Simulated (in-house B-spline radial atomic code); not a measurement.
Values are calculated unless marked as measured or tabulated.
## Making a Troullier-Martins d channel for Nb, r_c = 1.48 bohr

Nb, [Kr] 4d4 5s1, non-relativistic PBE, spherical and spin-unpolarised, from a B-spline radial code for spherical atoms (atomic units). The all-electron 4d level is ε = -0.119006 hartree, its outermost node lies just inside 0.56 bohr and its outer maximum at 1.48 bohr.

Inside r_c the pseudo-orbital is u(r) = r^3 exp(p(r)), with p = c0 + c2 r² + c4 r⁴ + … + c12 r¹². The seven coefficients follow from p and its first four derivatives at r_c, from zero curvature of the screened potential at the origin, c4 = −c2²/(2l + 5), and from the norm inside r_c. At r_c the all-electron orbital has P = 0.7059411, P' = -0.001016067, the screened potential V = -2.073226, V' = 3.472988, V'' = -7.61666, and the norm inside is Q = 0.2930302.

**Question.** What are p, p' and p'' at r_c?

**Answer.** p = ln(P/r_c^3) = ln(0.7059411/3.24179) = -1.52435. p' = P'/P − 3/r_c = -0.00144 − 2.02703 = -2.02847. The radial equation gives p'' = 2(V − ε) − 2(3) p'/r_c − p'² = -3.90844 − (-8.22351) − 4.11467 = 0.20040. Differentiating, p''' = 2V' + 2(3)p'/r_c² − 2(3)p''/r_c − 2p'p'' = 1.3901, and p'''' = 2V'' − 4(3)p'/r_c³ + 4(3)p''/r_c² − 2(3)p'''/r_c − 2p''² − 2p'p''' = -6.7031.

For a trial c2 the five matching conditions are linear in c0, c6, c8, c10 and c12, and c2 is varied until the norm inside r_c equals Q. The root nearest zero gives:

```
 n           c_n
 0     0.5341029
 2     -1.120542
 4    -0.1395126
 6     0.2764341
 8    -0.1345013
10    0.03127471
12  -0.002902372
```

**Question.** Check c4 and p(r_c), and find the screened pseudopotential at the origin.

**Answer.** −c2²/9 = -0.139513, as listed. The terms c_n r_c^n are 0.53410, -2.45443, -0.66936, 2.90511, -3.09614, 1.57692, -0.32055, which sum to -1.52435. Inverting the radial equation, V_l(r) = ε + 3 p'/r + (p'' + p'²)/2, so V_l(0) = ε + (2l + 3) c2 = -0.119006 + 7 × (-1.12054) = -7.9628 hartree, finite where the all-electron potential diverges.

Orbitals and screened potentials:

```json
{"r (bohr)": "0.148", "P": "-0.2013", "u": "0.005396", "V all-electron": "-161.4", "V pseudo": "-7.958"}
{"r (bohr)": "0.37", "P": "-0.2637", "u": "0.07398", "V all-electron": "-36.65", "V pseudo": "-7.794"}
{"r (bohr)": "0.592", "P": "0.06633", "u": "0.2373", "V all-electron": "-15.07", "V pseudo": "-7.083"}
{"r (bohr)": "0.814", "P": "0.3829", "u": "0.4366", "V all-electron": "-7.852", "V pseudo": "-5.725"}
{"r (bohr)": "1.036", "P": "0.5848", "u": "0.5947", "V all-electron": "-4.773", "V pseudo": "-4.18"}
{"r (bohr)": "1.258", "P": "0.6812", "u": "0.6817", "V all-electron": "-3.074", "V pseudo": "-2.963"}
{"r (bohr)": "1.48", "P": "0.7059", "u": "0.7059", "V all-electron": "-2.073", "V pseudo": "-2.073"}
```

Logarithmic derivatives P'/P at R = 1.78 bohr, for energies E around ε:

```
E − ε (hartree)  all-electron      pseudo
           -0.5      0.511101    0.510398
          -0.25      0.177287    0.177054
           -0.1    -0.0616898  -0.0617215
              0     -0.242605   -0.242586
            0.1     -0.445245   -0.445292
           0.25     -0.801802    -0.80234
            0.5      -1.61064    -1.61447
```

**Question.** With P(R) = 0.6773656 and a norm of 0.4382496 inside R, what slope in energy does norm conservation fix?

**Answer.** d(P'/P)/dE = −2 × (norm inside R)/P(R)² = -1.9103 per hartree·bohr at E = ε, for both atoms, since orbital and norm agree at R. Differences over ±0.1 hartree give -1.9178 (all-electron) and -1.9179 (pseudo), which also hold third-order terms. Half a hartree below ε the two curves differ by -0.0007.
